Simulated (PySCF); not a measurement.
Correlation energy of Mo²⁸⁺ (molybdenum, charge +28)

[Ne] 3s2 3p2, high-spin 3P determinant. Computed with PySCF 2.14 in an even-tempered Gaussian basis (18 s from 3.6 bohr⁻², ratio 2.5; 12 p from 4.7 bohr⁻², ratio 2.5; 5 d from 20 bohr⁻², ratio 2.7; 4 f from 30 bohr⁻², ratio 2.7), with scalar relativity by spin-free X2C-1e. Frozen: 1s2; 12 electrons correlated; the 22 highest virtual orbitals of each spin left out.

```csv
level,correlation energy (mhartree)
CCSD,-504.57
(T),-1.52
CCSD(T),-506.09
```

Diagnostics: T1 = 0.0011, D1 = 0.0046, largest double amplitude 0.068.

Spin-orbit coupling is strong in this species (close to jj coupling), so the high-spin LS determinant is a model state, not a physical level.

Cost of the coupled-cluster step: of the order of 50 core-seconds, for 12 correlated electrons.

Iterations:

```
CC2 = 0
CCSD nocc = (np.int64(7), np.int64(5)), nmo = (84, 84)
frozen orbitals [[0, 85, 86, 87, 88, 89, 90, 91, 92, 93, 94, 95, 96, 97, 98, 99, 100, 101, 102, 103, 104, 105, 106], [0, 85, 86, 87, 88, 89, 90, 91, 92, 93, 94, 95, 96, 97, 98, 99, 100, 101, 102, 103, 104, 105, 106]]
max_cycle = 100
direct = 0
conv_tol = 1e-08
conv_tol_normt = 1e-06
diis_space = 8
diis_start_cycle = 0
Init t2, MP2 energy = -0.481245890083116
Init E_corr(UCCSD) = -0.481245890083142
cycle = 1  E_corr(UCCSD) = -0.49825542628382  dE = -0.0170095362  norm(t1,t2) = 0.0179939
cycle = 2  E_corr(UCCSD) = -0.502735763689059  dE = -0.00448033741  norm(t1,t2) = 0.00553507
cycle = 3  E_corr(UCCSD) = -0.504598098777443  dE = -0.00186233509  norm(t1,t2) = 0.00182471
cycle = 4  E_corr(UCCSD) = -0.504571343970037  dE = 2.67548074e-05  norm(t1,t2) = 0.000118809
cycle = 5  E_corr(UCCSD) = -0.504571923832225  dE = -5.79862188e-07  norm(t1,t2) = 5.7267e-06
cycle = 6  E_corr(UCCSD) = -0.504571842181445  dE = 8.16507807e-08  norm(t1,t2) = 3.91152e-07
cycle = 7  E_corr(UCCSD) = -0.504571842572512  dE = -3.91067068e-10  norm(t1,t2) = 4.53858e-08
UCCSD converged
E(UCCSD) = -3484.382297874399  E_corr = -0.5045718425725119
UCCSD(T) correction = -0.00151758933407351
```

At this charge the one-electron X2C treatment keeps the bare 1/r₁₂, with no two-electron picture change or Breit term. The effect here is smaller than on the frozen 1s shell; and a scalar Hamiltonian misses the large spin-orbit splitting of the p shells, which matters for ns² → np² pairs.

Spin-orbit coupling is strong in this species, so the high-spin LS determinant is a model state.
